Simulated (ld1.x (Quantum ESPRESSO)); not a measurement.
# Reading a pseudo-wave (magnesium (Mg))

Columns: radius, all-electron u(r) and pseudo u(r) of the 3p shell (level -1.38 eV) of magnesium in the configuration [Ne] 3s2 3p0; LDA (PZ), scalar-relativistic, TM scheme, ld1.x (Quantum ESPRESSO) 7.5.

```csv
r (bohr),all-electron,pseudo
0.182,0.1030,-0.0042
0.365,0.1637,-0.0168
0.548,0.1461,-0.0373
0.730,0.0893,-0.0647
0.912,0.0180,-0.0979
1.095,-0.0559,-0.1360
1.277,-0.1259,-0.1769
1.460,-0.1901,-0.2197
1.642,-0.2470,-0.2621
1.825,-0.2971,-0.3032
2.007,-0.3398,-0.3411
2.190,-0.3762,-0.3753
2.372,-0.4061,-0.4047
2.555,-0.4302,-0.4291
2.738,-0.4490,-0.4483
2.920,-0.4628,-0.4625
3.102,-0.4722,-0.4721
3.285,-0.4778,-0.4777
3.468,-0.4798,-0.4798
3.650,-0.4788,-0.4788
3.832,-0.4753,-0.4753
4.015,-0.4694,-0.4694
4.198,-0.4616,-0.4616
4.380,-0.4523,-0.4523
4.562,-0.4416,-0.4416
4.745,-0.4297,-0.4297
```

(1) How many radial nodes do the two functions have?

(2) At about which radius was the pseudo-wave matched?

(3) Is the pseudo-wave norm-conserving?

Answers

(1) The all-electron 3p function has n − l − 1 = 1; the pseudo-wave has 0, since the states of the same l below it are removed with the core.

(2) 3.65 bohr. The columns agree to 0.0005 from 2.92 bohr on; several derivatives are matched, so the curves merge somewhat inside the radius.

(3) Yes: the TM scheme keeps the norm inside the radius equal to the all-electron one, which fixes the energy derivative of the logarithmic derivative at the level.
